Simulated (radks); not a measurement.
The numbers below are computed, except where a source is named.
Isoelectronic series with 33 electrons, each ion in its NIST ground configuration. Code: a radial shooting solver on a logarithmic mesh with Libxc functionals. Model: scalar-relativistic Kohn-Sham, PBE, spin-polarised, spherical densities, finite nucleus; open shells are filled with parallel spins first (spin-orbit coupling, left out, can overturn this in heavy ions); Fermi nuclear charge, rms radius of each element as measured or else 0.836 A^(1/3) + 0.57 fm. Total energies (hartree) and orbital eigenvalues (eV):

| ion | configuration | E (hartree) | 4p up | 4s down |
|---|---|---|---|---|
| As | [Ar] 3d10 4s2 4p3 | -2260.85402 | -5.9198 | -12.9112 |
| Br2+ | [Ar] 3d10 4s2 4p3 | -2605.18274 | -29.4361 | -39.8249 |
| Rb4+ | [Ar] 3d10 4s2 4p3 | -2976.66635 | -62.0998 | -76.0789 |
| Nb8+ | [Ar] 3d10 4s2 4p3 | -3801.48926 | -151.2065 | -172.8684 |
| Tc10+ | [Ar] 3d10 4s2 4p3 | -4255.18433 | -207.0256 | -232.8312 |
| Rh12+ | [Ar] 3d10 4s2 4p3 | -4736.70137 | -270.1756 | -300.3700 |
| Ag14+ | [Ar] 3d10 4s2 4p3 | -5246.30174 | -340.5961 | -375.4613 |
| In16+ | [Ar] 3d10 4s2 4p3 | -5784.26894 | -418.2567 | -458.1144 |
| Sb18+ | [Ar] 3d10 4s2 4p3 | -6350.91401 | -503.1469 | -548.3621 |
| I20+ | [Ar] 3d10 4s2 4p3 | -6946.57090 | -595.2695 | -646.2546 |
| Cs22+ | [Ar] 3d10 4s2 4p3 | -7571.6015 | -694.6376 | -751.8563 |
| La24+ | [Ar] 3d10 4s2 4p3 | -8226.3912 | -801.2720 | -865.2443 |
| Pr26+ | [Ar] 3d10 4s2 4p3 | -8911.3558 | -915.2001 | -986.5071 |
| Pm28+ | [Ar] 3d10 4s2 4p3 | -9626.9295 | -1036.454 | -1115.743 |
